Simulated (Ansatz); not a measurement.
The cluster In2As3 (the lowest doublet isomer of a short search) was relaxed with r2SCAN-D4 (def2-SVP) in Ansatz in these states: neutral doublet, neutral quartet. The geometries follow in no particular order.

In the def2 sets In takes a core potential; there is no spin–orbit coupling.

A:

Cartesian coordinates in Å:
```
In -0.406 1.609 -1.709
In -0.647 -1.422 1.767
As 0.112 1.312 1.192
As 1.420 -0.206 -0.129
As -0.478 -1.293 -1.120
```

B:

Cartesian coordinates in Å:
```
In 0.182 1.384 -2.190
In 0.392 -0.671 2.478
As 1.242 -0.424 -0.243
As -0.997 -1.240 -0.501
As -0.818 0.951 0.455
```

Problem. Judge from the bond lengths which geometry belongs to which state (an estimate).

Solution. A is the neutral quartet (As3–As5 3.533 Å, In1–As3 2.962 Å, In1–As5 2.962 Å); B is the neutral doublet (As3–As5 2.573 Å, In1–As3 2.861 Å, In1–As5 2.861 Å).
